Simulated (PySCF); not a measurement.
C$_{3}$H$_{9}$B, quintet, at a GFN2-xTB geometry of the parent state (a higher spin typed on purpose: for a closed-shell molecule this is an excited state) (in this run its highest filled SCF level lies above zero, so its values depend strongly on the basis, on diffuse functions most of all); DF-BLYP/cc-pVDZ run with PySCF.

Here is a job for PySCF.
```python
from pyscf import gto, scf, dft

mol = gto.M(
    atom='''
B     0.05650358    0.39417268    0.34215853
C     1.41954857   -0.13518450   -0.48372115
H     1.23896787   -1.03247355   -1.07187377
H     2.08937162   -0.36474791    0.33933365
H     1.85126810    0.63004949   -1.11693327
C    -0.56583753   -0.64972355    1.37286759
H    -0.79811715   -1.61888125    0.91410609
H    -1.49285218   -0.28887489    1.82201511
H     0.10206547   -0.85538698    2.21126460
C    -0.85670585    0.67333727   -1.03925510
H    -1.79304235    1.01427906   -0.60819344
H    -1.02816575   -0.22719148   -1.62518173
H    -0.43404466    1.44178876   -1.67467795
''',
    basis='cc-pvdz',
    spin=4,
    verbose=4,
)

mf = dft.UKS(mol)
mf.xc = 'blyp'
mf = mf.density_fit(auxbasis='def2-universal-jkfit')
mf.kernel()
```

Q: Write the output that PySCF gives for this input, abridged.

A: 
```
PySCF version 2.14.0

[INPUT] verbose = 4
[INPUT] num. atoms = 13
[INPUT] num. electrons = 32
[INPUT] charge = 0
[INPUT] spin (= nelec alpha-beta = 2S) = 4
[INPUT] symmetry False subgroup None
[INPUT] Mole.unit = angstrom
[INPUT] Symbol           X                Y                Z      unit          X                Y                Z       unit  Magmom
[INPUT]  1 B      0.056503580000   0.394172680000   0.342158530000 AA    0.106776291257   0.744878410986   0.646585912884 Bohr   0.0
[INPUT]  2 C      1.419548570000  -0.135184500000  -0.483721150000 AA    2.682558017818  -0.255461681286  -0.914100494160 Bohr   0.0
[INPUT]  3 H      1.238967870000  -1.032473550000  -1.071873770000 AA    2.341309951436  -1.951092240357  -2.025547865405 Bohr   0.0
[INPUT]  4 H      2.089371620000  -0.364747910000   0.339333650000 AA    3.948340134239  -0.689273654408   0.641247663349 Bohr   0.0
[INPUT]  5 H      1.851268100000   0.630049490000  -1.116933270000 AA    3.498389692144   1.190620981022  -2.110697979715 Bohr   0.0
[INPUT]  6 C     -0.565837530000  -0.649723550000   1.372867590000 AA   -1.069277962700  -1.227799566180   2.594343750392 Bohr   0.0
[INPUT]  7 H     -0.798117150000  -1.618881250000   0.914106090000 AA   -1.508222828818  -3.059242190694   1.727410158897 Bohr   0.0
[INPUT]  8 H     -1.492852180000  -0.288874890000   1.822015110000 AA   -2.821081764660  -0.545894426364   3.443109552719 Bohr   0.0
[INPUT]  9 H      0.102065470000  -0.855386980000   2.211264600000 AA    0.192875785075  -1.616447122719   4.178684482946 Bohr   0.0
[INPUT] 10 C     -0.856705850000   0.673337270000  -1.039255100000 AA   -1.618939425813   1.272423029762  -1.963907512557 Bohr   0.0
[INPUT] 11 H     -1.793042350000   1.014279060000  -0.608193440000 AA   -3.388358971247   1.916709637281  -1.149319032357 Bohr   0.0
[INPUT] 12 H     -1.028165750000  -0.227191480000  -1.625181730000 AA   -1.942951678158  -0.429329675035  -3.071148372347 Bohr   0.0
[INPUT] 13 H     -0.434044660000   1.441788760000  -1.674677950000 AA   -0.820225533230   2.724585885876  -3.164682672348 Bohr   0.0

nuclear repulsion = 112.372945783152
number of shells = 47
number of NR pGTOs = 167
number of NR cGTOs = 101
basis = cc-pvdz
ecp = {}

******** <class 'pyscf.df.df_jk.DFUKS'> ********
method = DFUKS
initial guess = minao
damping factor = 0
level_shift factor = 0
DIIS = <class 'pyscf.scf.diis.CDIIS'>
diis_start_cycle = 1
diis_space = 8
diis_damp = 0
SCF conv_tol = 1e-09
SCF conv_tol_grad = None
SCF max_cycles = 50
direct_scf = False
number electrons alpha = 18  beta = 14
XC library pyscf.dft.libxc version 7.1.2
    S. Lehtola, C. Steigemann, M. J. T. Oliveira, and M. A. L. Marques,  SoftwareX 7, 1–5 (2018)
XC functionals = blyp
    A. D. Becke,  Phys. Rev. A 38, 3098 (1988)
    C. Lee, W. Yang, and R. G. Parr,  Phys. Rev. B 37, 785 (1988)
    B. Miehlich, A. Savin, H. Stoll, and H. Preuss,  Chem. Phys. Lett. 157, 200 (1989)
radial grids:
    Treutler-Ahlrichs [JCP 102, 346 (1995); DOI:10.1063/1.469408] (M4) radial grids

becke partition: Becke, JCP 88, 2547 (1988); DOI:10.1063/1.454033
pruning grids: <function nwchem_prune>
grids dens level: 3
symmetrized grids: False
atomic radii adjust function: <function treutler_atomic_radii_adjust>
small_rho_cutoff = 0
Set gradient conv threshold to 3.16228e-05
tot grids = 144672
init E= -144.293491159551

cycle= 1 E= -143.988564024795  delta_E= 0.305  |g|= 0.252  |ddm|=  5.9

cycle= 2 E= -143.964941374082  delta_E= 0.0236  |g|= 0.33  |ddm|= 1.34

cycle= 3 E= -144.025586924702  delta_E= -0.0606  |g|= 0.0252  |ddm|= 0.835

cycle= 4 E= -144.025552569486  delta_E= 3.44e-05  |g|= 0.0241  |ddm|= 0.349

cycle= 5 E= -144.025749690172  delta_E= -0.000197  |g|= 0.0178  |ddm|= 0.397

cycle= 6 E= -144.026021351073  delta_E= -0.000272  |g|= 0.00261  |ddm|=  0.2

cycle= 7 E= -144.02602681029  delta_E= -5.46e-06  |g|= 0.000619  |ddm|= 0.0172

cycle= 8 E= -144.026027063755  delta_E= -2.53e-07  |g|= 0.000233  |ddm|= 0.00681

cycle= 9 E= -144.026027093771  delta_E= -3e-08  |g|= 0.000143  |ddm|= 0.0034

cycle= 10 E= -144.026027106882  delta_E= -1.31e-08  |g|= 7.24e-05  |ddm|= 0.00196

cycle= 11 E= -144.026027111181  delta_E= -4.3e-09  |g|= 1.78e-05  |ddm|= 0.000792

cycle= 12 E= -144.026027111442  delta_E= -2.61e-10  |g|= 3.35e-06  |ddm|= 0.000168

Extra cycle  E= -144.026027111439  delta_E= 2.67e-12  |g|= 4.26e-06  |ddm|= 3.69e-05
converged SCF energy = -144.026027111439  <S^2> = 6.0026852  2S+1 = 5.0010739
```
